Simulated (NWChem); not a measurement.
Program: NWChem. System: disulfane (H2S2), charge 0, spin multiplicity 1, at a geometry optimised with PBE0/def2-SVP. Level: TD-PBE/def2-SVPD.

Output (cleaned and shortened):

```
             Northwest Computational Chemistry Package (NWChem) 7.3.0
             --------------------------------------------------------

                                NWChem Input Module
                                -------------------

 Scaling coordinates for geometry "geometry" by  1.889725989
 (inverse scale =  0.529177249)

 Turning off AUTOSYM since
 SYMMETRY directive was detected!

                             Geometry "geometry" -> ""
                             -------------------------

 Output coordinates in angstroms (scale by  1.889725989 to convert to a.u.)

  No.       Tag          Charge          X              Y              Z
 ---- ---------------- ---------- -------------- -------------- --------------
    1 S                   16.0000     0.91548500     0.48550800     0.05529800
    2 S                   16.0000    -0.91548500    -0.48550800     0.05529800
    3 H                    1.0000     1.53661900    -0.26802900    -0.88476700
    4 H                    1.0000    -1.53661900     0.26802900    -0.88476700

 Effective nuclear repulsion energy (a.u.)      84.4531529072

            Nuclear Dipole moment (a.u.)
            ----------------------------
        X                 Y               Z
 ---------------- ---------------- ----------------
     0.0000000000     0.0000000000     0.0000037795

      Symmetry information
      --------------------

 Group name             C2
 Group number              4
 Group order               2
 No. of unique centers     2

      Symmetry unique atoms

     1    3


 Summary of "ao basis" -> "" (spherical)
 ------------------------------------------------------------------------------
       Tag                 Description            Shells   Functions and Types
 ---------------- ------------------------------  ------  ---------------------
 *                         def2-svpd                  on all atoms

  pbe96 is a nonlocal functional; adding pw91lda local functional.

                                 NWChem DFT Module
                                 -----------------

 Summary of "ao basis" -> "ao basis" (spherical)
 ------------------------------------------------------------------------------
       Tag                 Description            Shells   Functions and Types
 ---------------- ------------------------------  ------  ---------------------
 S                         def2-svpd                11       27   5s4p2d
 H                         def2-svpd                 4        8   2s2p

 Summary of "ao basis" -> "ao basis" (spherical)
 ------------------------------------------------------------------------------
       Tag                 Description            Shells   Functions and Types
 ---------------- ------------------------------  ------  ---------------------
 S                         def2-svpd                11       27   5s4p2d
 H                         def2-svpd                 4        8   2s2p

      Symmetry analysis of basis
      --------------------------

        a          35
        b          35

            General Information
            -------------------
          SCF calculation type: DFT
          Wavefunction type:  closed shell.
          No. of atoms     :     4
          No. of electrons :    34
           Alpha electrons :    17
            Beta electrons :    17
          Charge           :     0
          Spin multiplicity:     1
          Use of symmetry is: off; symmetry adaption is: on
          Maximum number of iterations: 100
          AO basis - number of functions:    70
                     number of shells:    30
          Convergence on energy requested:  1.00D-06
          Convergence on density requested:  1.00D-05
          Convergence on gradient requested:  5.00D-04

              XC Information
              --------------
          PerdewBurkeErnzerhof Exchange Functional  1.000
            Perdew 1991 LDA Correlation Functional  1.000 local
           PerdewBurkeErnz. Correlation Functional  1.000 non-local

             Grid Information
             ----------------
          Grid used for XC integration:  medium
          Radial quadrature: Mura-Knowles
          Angular quadrature: Lebedev.
[...]
          Max subspacesize :    5000
            Max iterations :     100
               Target root :       1
           Target symmetry : none
      Symmetry restriction : off
                 Algorithm : Optimal
        Davidson threshold :  0.10D-03

            Memory Information
            ------------------
          Available GA space size is         131067100 doubles
          Available MA space size is          37549372 doubles
          Length of a trial vector is          901
          Algorithm : Incore multiple tensor contraction
          Estimated peak GA usage is          18244610 doubles
          Estimated peak MA usage is             18000 doubles

    5 smallest eigenvalue differences (eV)
--------------------------------------------------------
  No. Spin  Occ  Vir  Irrep   E(Occ)    E(Vir)   E(Diff)
--------------------------------------------------------
    1    1   17   18 a        -0.236    -0.084     4.118
    2    1   16   18 b        -0.236    -0.084     4.122
    3    1   17   19 b        -0.236    -0.034     5.494
    4    1   16   19 a        -0.236    -0.034     5.498
    5    1   17   20 a        -0.236    -0.016     5.981
--------------------------------------------------------

  Entering Davidson iterations
  Restricted singlet excited states

  Iter   NTrls   NConv    DeltaV     DeltaE      Time
  ----  ------  ------  ---------  ---------  ---------
    1      5       0     0.12E+00   0.10+100        1.6
    2     10       0     0.44E-01   0.55E-02        1.6
    3     20       0     0.17E-01   0.69E-03        2.9
    4     30       0     0.49E-02   0.12E-03        2.9
    5     40       0     0.18E-02   0.14E-04        3.0
    6     50       0     0.94E-03   0.19E-05        2.9
    7     60       2     0.40E-03   0.40E-06        2.8
    8     66       3     0.17E-03   0.54E-07        1.9
    9     70       5     0.71E-04   0.79E-08        1.4
  ----  ------  ------  ---------  ---------  ---------
  Convergence criterion met

  Ground state a        -796.995587203804 a.u.

  ----------------------------------------------------------------------------
  Root   1 singlet a              0.161835007 a.u.                4.4038 eV
  ----------------------------------------------------------------------------
     Transition Moments    X -0.00000   Y -0.00000   Z -0.20896
     Transition Moments   XX -0.50756  XY  0.16411  XZ  0.00000
     Transition Moments   YY  0.21910  YZ  0.00000  ZZ  0.24341
     Dipole Oscillator Strength                    0.0047109224
     Electric Quadrupole                           0.0000000047
     Magnetic Dipole                               0.0000000209
     Total Oscillator Strength                     0.0047109480

          sigma_e =   2.1812 Angstrom
          sigma_h =   1.6484 Angstrom
         |d_h->e| =   0.1006 Angstrom
            d_exc =   2.7454 Angstrom
            d_CD1 =   0.6333 Angstrom
            d_CD2 =  -1.8142 Angstrom
            d_CD3 =   2.8459 Angstrom
     Pearson C.C. =  -0.0073

     Occ.   17  b   ---  Virt.   18  b    0.99777 X
     Occ.   17  b   ---  Virt.   24  b   -0.05015 X
  ----------------------------------------------------------------------------
  Root   2 singlet b              0.163001398 a.u.                4.4355 eV
  ----------------------------------------------------------------------------
     Transition Moments    X  0.10756   Y  0.28156   Z -0.00000
     Transition Moments   XX -0.00000  XY -0.00000  XZ -0.29789
     Transition Moments   YY -0.00000  YZ -0.23571  ZZ  0.00000
     Dipole Oscillator Strength                    0.0098718728
     Electric Quadrupole                           0.0000000033
     Magnetic Dipole                               0.0000000347
     Total Oscillator Strength                     0.0098719109

          sigma_e =   2.1970 Angstrom
          sigma_h =   1.6472 Angstrom
         |d_h->e| =   0.0625 Angstrom
            d_exc =   2.7532 Angstrom
            d_CD1 =   0.6123 Angstrom
            d_CD2 =  -1.8596 Angstrom
            d_CD3 =   2.8157 Angstrom
     Pearson C.C. =  -0.0051

     Occ.   15  a   ---  Virt.   18  b    0.05019 X
     Occ.   16  a   ---  Virt.   18  b   -0.99655 X
  ----------------------------------------------------------------------------
  Root   3 singlet a              0.205080100 a.u.                5.5805 eV
  ----------------------------------------------------------------------------
     Transition Moments    X -0.00000   Y -0.00000   Z -0.19457
     Transition Moments   XX -1.31859  XY  1.24906  XZ  0.00000
     Transition Moments   YY  1.43505  YZ  0.00000  ZZ -0.04213
     Dipole Oscillator Strength                    0.0051757436
     Electric Quadrupole                           0.0000001589
     Magnetic Dipole                               0.0000017729
     Total Oscillator Strength                     0.0051776754

          sigma_e =   2.4870 Angstrom
          sigma_h =   1.6517 Angstrom
         |d_h->e| =   0.5679 Angstrom
            d_exc =   3.0737 Angstrom
            d_CD1 =   1.4032 Angstrom
            d_CD2 =  -1.5015 Angstrom
            d_CD3 =   3.6416 Angstrom
     Pearson C.C. =  -0.0258

     Occ.   16  a   ---  Virt.   19  a   -0.99756 X
  ----------------------------------------------------------------------------
  Root   4 singlet b              0.205495253 a.u.                5.5918 eV
  ----------------------------------------------------------------------------
     Transition Moments    X -0.16131   Y -0.28628   Z  0.00000
     Transition Moments   XX  0.00000  XY -0.00000  XZ  1.78404
     Transition Moments   YY -0.00000  YZ  0.43600  ZZ  0.00000
     Dipole Oscillator Strength                    0.0147925011
     Electric Quadrupole                           0.0000001559
     Magnetic Dipole                               0.0000017343
     Total Oscillator Strength                     0.0147943913

          sigma_e =   2.4875 Angstrom
          sigma_h =   1.6469 Angstrom
         |d_h->e| =   0.7358 Angstrom
            d_exc =   3.0822 Angstrom
            d_CD1 =   1.5764 Angstrom
            d_CD2 =  -1.3314 Angstrom
            d_CD3 =   3.8180 Angstrom
     Pearson C.C. =  -0.0072

     Occ.   15  a   ---  Virt.   18  b   -0.06581 X
     Occ.   17  b   ---  Virt.   19  a   -0.99582 X
  ----------------------------------------------------------------------------
  Root   5 singlet a              0.227367883 a.u.                6.1870 eV
  ----------------------------------------------------------------------------
     Transition Moments    X -0.00000   Y  0.00000   Z -0.25000
     Transition Moments   XX  0.34242  XY -0.51298  XZ  0.00000
     Transition Moments   YY -0.51603  YZ  0.00000  ZZ  0.06131
     Dipole Oscillator Strength                    0.0094736953
     Electric Quadrupole                           0.0000000285
     Magnetic Dipole                               0.0000004317
     Total Oscillator Strength                     0.0094741555

          sigma_e =   2.4921 Angstrom
          sigma_h =   1.6438 Angstrom
         |d_h->e| =   0.6395 Angstrom
            d_exc =   3.0585 Angstrom
            d_CD1 =   1.4878 Angstrom
            d_CD2 =  -1.4285 Angstrom
            d_CD3 =   3.6979 Angstrom
     Pearson C.C. =  -0.0040

     Occ.   16  a   ---  Virt.   19  a   -0.05133 X
     Occ.   17  b   ---  Virt.   20  b    0.99034 X
     Occ.   17  b   ---  Virt.   24  b   -0.08942 X

              Target root =      1
          Target symmetry = none
      Ground state energy =   -796.995587203804
        Excitation energy =      0.161835006733
     Excited state energy =   -796.833752197070

  stored tddft:energy   -796.83375219707045

 Task  times  cpu:       23.9s     wall:       23.9s

 Total times  cpu:       24.0s     wall:       24.0s
```

Q: Write an NWChem input that would produce this output.

A: This is not unique; one that fits is 
```
start mol
memory heap 200 mb stack 800 mb global 1000 mb
geometry units angstroms nocenter noautoz
  S      0.915485     0.485508     0.055298
  S     -0.915485    -0.485508     0.055298
  H      1.536619    -0.268029    -0.884767
  H     -1.536619     0.268029    -0.884767
  symmetry group C2
end
basis spherical
  * library def2-svpd
end
dft
  xc xpbe96 cpbe96
  semidirect memsize 60000000 filesize 0
  iterations 100
end
tddft
  rpa
  nroots 5
  notriplet
  thresh 1e-4
end
task tddft energy
```
